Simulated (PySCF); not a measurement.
Compound: C7F3N.
Cartesian coordinates in Å at the GFN2-xTB level; atoms count from 1:
```xyz
11
C7F3N angstrom
N     -5.422    1.031    0.501
C     -4.310    0.760    0.381
C     -3.001    0.439    0.242
C     -1.822    0.154    0.121
C     -0.526   -0.170   -0.011
C      0.656   -0.432   -0.122
C      1.997   -0.806   -0.267
F      2.252   -2.101   -0.531
C      3.023    0.050   -0.156
F      4.297   -0.260   -0.287
F      2.862    1.337    0.103
```

A PySCF run (density fitting, gas phase, GFN2-xTB geometry) gave HOMO -6.54 eV, LUMO -3.63 eV, dipole 3.80 D.

Task: Which of these levels was it?
A. PBE0/def2-SVPD
B. B97-D/6-31++G**
C. B97-D/def2-SVP
D. LC-wPBE/pcSseg-1
E. CAM-B3LYP/3-21G

Result: B. It is B97-D/6-31++G**. All candidates on this geometry:

| level and settings | kind | basis functions | SCF cycles | E (Eh) | HOMO (eV) | LUMO (eV) | dipole (D) |
| --- | --- | --- | --- | --- | --- | --- | --- |
| B97-D/def2-SVP, fitting basis def2-universal-jkfit | GGA | 154 | 16 | -619.9886 | -6.38 | -3.47 | 3.88 |
| B97-D/6-31++G**, energy threshold 1e-11 Eh, level shift 0.2 Eh | GGA | 198 | 19 | -620.4630 | -6.54 | -3.63 | 3.80 |
| PBE0/def2-SVPD | global hybrid | 229 | 16 | -619.7344 | -7.72 | -3.03 | 3.56 |
| CAM-B3LYP/3-21G, grid level 4 | range-separated hybrid | 99 | 15 | -617.1883 | -8.39 | -1.52 | 3.19 |
| LC-wPBE/pcSseg-1 | range-separated hybrid | 187 | 17 | -620.3453 | -10.05 | -1.00 | 3.44 |

The nearest other candidate, by the summed differences of HOMO and LUMO, is B97-D/def2-SVP: its HOMO differs by +0.16 eV and its LUMO by +0.16 eV. B97-D ran without the empirical dispersion term, which would shift the total energy alone. Cycle counts include a coarse-grid stage where the run had one. All basis functions are spherical, in the Pople sets too.
